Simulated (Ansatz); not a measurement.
`[CH3][InH][CH2]F` + `CC(F)F` → `CC(F)(F)CF` + `[CH3][InH2]`  (formal exchange of groups at a C–In bond)

Gas-phase electronic energies from Ansatz, PBE0-D4/def2-TZVP geometries. CBS: MP2 limit from def2 TZ/QZ plus the TZ coupled-cluster correction, frozen cores. Functionals use def2-TZVPP. B3LYP here is the variant with VWN-RPA as its local correlation; programs differ in this. def2 core potentials past Kr. For In outer-core shells are correlated without core-valence functions, which leaves a few kJ/mol of doubt a bond. Each species was taken in one conformer, which may not be the lowest.

**Question.** Is it downhill or uphill in electronic energy at CCSD(T)/CBS, and by how much? (Best estimate.)

**Answer.** The calculation gave: Downhill: ΔE = -15.5 kJ/mol.

**Question.** What do these levels give: r2SCAN-D4, PBE0-D4, B3LYP-D4, ωB97X-V, PBE, PBE0, HF/def2-TZVPP, MP2/def2-TZVPP, SCS-MP2/def2-TZVPP, CCSD(T)/def2-TZVPP, MP2/def2-QZVPP, SCS-MP2/def2-QZVPP? (Estimate.)

**Answer.** The calculation gave: r2SCAN-D4 -20.9, PBE0-D4 -18.5, B3LYP-D4 -14.1, ωB97X-V -23.0, PBE -9.9, PBE0 -16.9, HF/def2-TZVPP -28.8, MP2/def2-TZVPP -14.7, SCS-MP2/def2-TZVPP -15.7, CCSD(T)/def2-TZVPP -18.8, MP2/def2-QZVPP -12.5, SCS-MP2/def2-QZVPP -13.7 kJ/mol.

Largest T1 diagnostic among the species: 0.013.

The D4 term adds −3.1 kJ/mol with B3LYP and −1.6 kJ/mol with PBE0; it sums over pairs of atoms, weighted by their polarisabilities, and B3LYP, whose exchange is more repulsive, gets the larger term. In def2-TZVPP, CCSD(T) changes the Hartree–Fock value by +9.9 kJ/mol (the triples alone add +1.0 kJ/mol) and MP2 by +14.0 kJ/mol.
